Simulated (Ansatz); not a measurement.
Cartesian coordinates in Å:
```
C -1.346 -0.235 0.021
C 0.134 0.050 0.261
N 0.457 1.415 -0.115
B 1.064 -1.008 -0.411
F 2.208 -0.630 -0.964
H -1.603 -1.259 0.304
H -1.972 0.442 0.608
H -1.597 -0.088 -1.031
H 0.320 -0.159 1.341
H 1.456 1.571 -0.144
H 0.053 2.084 0.528
H 0.825 -2.184 -0.400
```

Charge 0, multiplicity 1.

Task: List the r2SCAN/def2-TZVPP orbital energies in eV (Ansatz). (Estimate.)

Result: Ansatz gave: Occupied: -666.58, -384.84, -273.53, -272.88, -181.57, -31.96, -23.20, -19.20, -15.92, -13.85, -12.75, -12.33, -11.67, -11.25, -10.87, -9.54, -9.38, -9.22, -7.45, -5.76. Lowest empty: -1.19, 0.90, 1.81, 2.33, 2.57, 2.95, 3.07, 3.70.
